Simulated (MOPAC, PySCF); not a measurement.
Potential energy curve for BH, singlet.

Computed with: PM3, restricted, heats of formation (MOPAC); PM6, restricted, heats of formation (MOPAC); UKS-B3LYP/6-31G* = unrestricted B3LYP/6-31G*, spherical d in PySCF; RKS-B3LYP/6-311+G** = restricted B3LYP/6-311+G**, spherical d (PySCF 2.14.0).

Energies are in mEh, each relative to the lowest point of its own curve near equilibrium.

```tsv
R / Å	PM3	PM6	UKS-B3LYP/6-31G*	RKS-B3LYP/6-311+G**
0.98	20.3	31.4	38.5	35.6
1.05	7.4	13.4	17.9	16.3
1.12	1.3	3.5	6.3	5.5
1.18	0.0	0.2	1.5	1.1
1.21	0.3	0.0	0.4	0.2
1.24	1.2	0.7	0.0	0.0
1.27	2.4	2.1	0.3	0.4
1.32	5.3	6.0	1.8	2.1
1.37	9.0	11.3	4.5	5.0
1.44	15.3	20.8	9.5	10.3
1.55	27.7	38.7	19.6	20.7
1.66	43.0	58.7	31.1	32.4
1.87	77.6	97.3	53.9	55.4
2.06	108.9	129.4	73.9	75.1
2.22	132.9	153.1	89.5	90.3
2.48	167.5	184.9	107.3	111.9
2.75	198.1	210.2	118.1	130.5
3.03	223.8	229.5	124.7	146.1
3.35	246.8	245.4	129.0	160.1
3.75	267.8	259.0	131.8	172.9
4.37	289.1	272.2	133.1	185.7
4.98	302.0	280.6	133.4	193.0
```

At the longest distance, 4.98 Å, PM3 lies highest above its minimum (302.0 mEh) and UKS-B3LYP/6-31G* lowest (133.4 mEh).

The restricted form behind PM3, PM6, RKS-B3LYP/6-311+G** keeps the bonding electrons paired and can't separate into open-shell fragments. The unrestricted determinant behind UKS-B3LYP/6-31G* is spin-contaminated at 0.98 to 1.37, 2.22 to 4.98 Å (<S²> up to 1.0, against 0.00 for a pure singlet).
